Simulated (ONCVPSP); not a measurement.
## What one change does to a pseudopotential (W, ONCV)

ONCVPSP 4.0.1 input, shortened (lines: element, Z, core and valence counts, functional; n l f; lmax; l rc ep ncon nbas qcut; lloc lpopt rc5 dvloc0; l nproj debl; icmod fcfact rcfact), PBE, scalar-relativistic:

```
  W 74.00   10    5        4      upf
    1    0    2.00
    2    0    2.00
    2    1    6.00
    3    0    2.00
    3    1    6.00
    3    2   10.00
    4    0    2.00
    4    1    6.00
    4    2   10.00
    4    3   14.00
    5    0    2.00
    5    1    6.00
    5    2    4.00
    6    0    1.00
    6    1    1.00
    2
    0    1.60    0.00    3    7    8.50
    1    2.05    0.00    4    8    6.40
    2    2.45    0.00    5   10    7.50
    4    3    1.25    0.00
    0    3    3.60
    1    2    1.60
    2    1    3.10
    0    0.00    0.00
```

Change: all radii scaled by about 1.33 (s 2.12, p 2.72, d 3.26 bohr); local potential polynomial inside 1.66 bohr (lpopt 3, dvloc0 0 Ha).

Cutoffs: the cutoffs (Ha) at which the residual kinetic energy of the hardest occupied pseudo-wave falls to 1 and 0.1 mHa per electron; they do not see the model core or the augmentation charge, which bear on the density cutoff. Errors are all-electron minus pseudo energies relative to the spin-unpolarised reference configuration.

Question: Predict the effect on cutoff, ghosts and configuration errors.

Answer: The potential gets softer (24 Ha and 28 Ha → 17 Ha and 21 Ha); of the 4 tests that both files solve, the error grows in 2 and shrinks in 1 by more than 15 % and 0.3 meV (median size 1.2 → 4.2 meV); neither file shows a bound ghost. A larger radius leaves more room for a smooth pseudo-wave, so fewer plane waves are needed.

| quantity | base | changed |
| --- | --- | --- |
| cutoff, loose | 24 Ha | 17 Ha |
| cutoff, tight | 28 Ha | 21 Ha |
| loose cutoff by channel | s 24 Ha, p 12 Ha, d 14 Ha | s 17 Ha, p 11 Ha, d 11 Ha |
| bound ghosts | none | none |
| GHOST(+) flags under 300 eV | none | none |
| error for 5s2 5p6 5d4 6s2 6p0, meV [ΔE -4.50 eV] | +1.9 | +1.2 |
| error for 5s2 5p6 5d4 6s1 6p0, meV [ΔE 4.39 eV] | -1.5 | -1.3 |
| error for 5s2 5p6 5d4 6s0 6p0, meV [ΔE 20.07 eV] | -0.3 | -7.2 |
| error for 5s2 5p6 5d3 6s2 6p0, meV [ΔE 4.34 eV] | +1.0 | +18 |
